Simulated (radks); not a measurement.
Problem. Radial electron density D(r) = 4 pi r^2 rho(r) of an atom or ion with 56 electrons. All-electron calculation, scalar-relativistic Kohn-Sham, r2SCAN, spin-unpolarised, spherical densities, finite nucleus; meta-GGA in the generalised Kohn-Sham scheme; Fermi nuclear charge, rms radius of each element as measured or else 0.836 A^(1/3) + 0.57 fm. Program: a radial shooting solver on a logarithmic mesh with Libxc functionals.

r (bohr),D(r) (e/bohr)
0.001226,3.652
0.001715,6.363
0.002381,10.71
0.003332,17.69
0.004625,27.71
0.006472,41.35
0.008984,56.48
0.01257,69.69
0.01745,74.88
0.02442,70.47
0.0339,65.57
0.04744,75.14
0.06586,94.37
0.09142,93.93
0.1279,73.72
0.1776,77.48
0.2485,80.43
0.345,43.91
0.4827,30.18
0.6701,33.50
0.9377,16.80
1.302,8.591
1.822,6.015
2.529,2.186
3.539,0.4242
4.912,0.06338
6.819,0.02983
9.542,0.1505
13.25,0.07333
18.54,0.003226

What is the nuclear charge?

Solution. Z = 57. The innermost maximum, from 1s, lies near gamma/Z bohr with gamma = sqrt(1 - (Z/c)^2) = 0.909, here 0.016 bohr (found: 0.0175), and its height grows with Z. The density is that of the lanthanum ion La+ in [Xe] 5d1 7p1; the configuration itself is not fixed sharply by these data, and Z only to a few units. D(r) has 5 maxima, at r = 0.0175, 0.0773, 0.219, 0.609, 10.1 bohr, and minima at 0.0336, 0.144, 0.446, 6.00 bohr, inside which lie 1.96, 11.17, 28.90, 55.11 electrons.
